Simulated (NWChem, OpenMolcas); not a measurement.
**How basis sets differ on C2H5InO (SMILES C[C](=O)[InH2])**

The species is C2H5InO (9 atoms), meant as a singlet with charge 0. As SMILES, `C[C](=O)[InH2]`. Geometry: relaxed at PBE0-D4/def2-TZVP.

Each level gives the HOMO–LUMO gap (eV). The values are calculated.

| level | kind | program | value (eV) | CPU time |
| --- | --- | --- | --- | --- |
| HF/ANO-R0 (sfX2C) | Hartree–Fock | OpenMolcas | 9.36 | 6.5 s |
| HF/ANO-RCC-MB (DKH2) | Hartree–Fock | OpenMolcas | 10.24 | 13 s |
| HF/STO-3G | Hartree–Fock | OpenMolcas | 11.61 | 2.9 s |
| HF/3-21G | Hartree–Fock | OpenMolcas | 9.76 | 4.2 s |
| HF/def2-SVP (core potential) | Hartree–Fock | NWChem | 10.02 | 20 s |

All-electron rows without a relativistic Hamiltonian named are non-relativistic, while core potentials hold scalar relativity, so basis and relativity change together. The values span 9.36 to 11.61 eV. A Hartree–Fock LUMO above zero doesn't converge with the basis: it sinks as sets grow more diffuse. Orbital gaps aren't excitation energies. Times are those of the runs behind each value, whatever else they computed, on shared processors of several kinds: orders of magnitude only.
